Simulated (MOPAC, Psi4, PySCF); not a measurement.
Torsional profile of SMILES C=Cc1ccc([SeH])s1 (C6H6SSe). Scanned: dihedral S8–C6–Se7–H14; all other coordinates were relaxed at GFN2-xTB. Points at φ and −φ are mirror images. Heavy atoms are numbered in the order of the SMILES C=Cc1ccc([SeH])s1, hydrogens after them in the order of the atoms that carry them; the mirror image has the same energies with the sign of each dihedral reversed.

Levels: PM7, restricted, heats of formation // GFN2-xTB (MOPAC); RHF/3-21G = PySCF 2.14.0 with restricted Hartree-Fock/3-21G, density fitting // GFN2-xTB; PBE-D3(BJ)/def2-SVP // GFN2-xTB (Psi4).

Energies relative to the lowest point of each profile, in kcal/mol:

```csv
φ / °,PM7,RHF/3-21G
-150,0.7,2.4
-30,0.4,2.0
-15,0.6,2.5
0,0.6,2.7
30,0.4,2.0
45,0.2,1.3
60,0.1,0.6
75,0.0,0.1
90,0.0,0.0
105,0.1,0.4
150,0.7,2.4
165,0.8,2.6
```

What does PBE-D3(BJ)/def2-SVP give at the same points?

-150: 1.2; -30: 0.5; -15: 0.8; 0: 0.9; 30: 0.5; 45: 0.2; 60: 0.0; 75: 0.0; 90: 0.1; 105: 0.3; 150: 1.2; 165: 1.3 (kcal/mol).
